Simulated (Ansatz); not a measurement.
C3H8AlF, relaxed with RKS PBE-D4/def2-SVP in the Gaussian-basis code of Ansatz from a rough embedded geometry. The force threshold is 0.03 eV/Å; the program also tests the step.

Charge 0, multiplicity 1. The bonds changed during the relaxation, so this is another structure than the one it started from.

Start:

```xyz
13

C    -1.101   -1.740    0.648
Al   -0.636   -0.643   -0.860
C     0.934    0.550   -0.734
C     0.817    1.658    0.382
F    -0.267    2.435    0.153
H    -0.280   -2.446    0.958
H    -1.326   -1.096    1.572
H    -2.028   -2.329    0.464
H    -1.474   -0.680   -2.170
H     1.082    1.120   -1.705
H     1.873   -0.056   -0.574
H     1.763    2.208    0.467
H     0.645    1.019    1.399
```

**Question.** By how much does the energy fall, and how many steps does the optimiser take? (An estimate is asked.)

**Answer.** Computed: 43.25 kcal/mol, in 43 steps, 5 of them rejected.

**Question.** Which bonds change most? (Estimate.)

**Answer.** Computed: Al2–F5 from 3.262 to 1.701 Å; C3–C4 from 1.577 to 1.356 Å; C4–H13 from 1.213 to 1.103 Å; Al2–H9 from 1.556 to 1.605 Å.

**Question.** Give the relaxed structure. (An estimate is asked.)

**Answer.** The calculation gave: 
```xyz
13

C    -0.969   -1.682    0.112
Al   -1.038    0.285    0.131
C     1.468    0.348    0.145
C     1.092    1.466   -0.522
F    -1.174    1.044    1.647
H    -0.563   -2.088   -0.838
H    -0.378   -2.102    0.952
H    -2.005   -2.072    0.214
H    -1.619    1.138   -1.099
H     1.815   -0.555   -0.383
H     1.478    0.318    1.248
H     1.109    1.521   -1.623
H     0.784    2.378    0.016
```
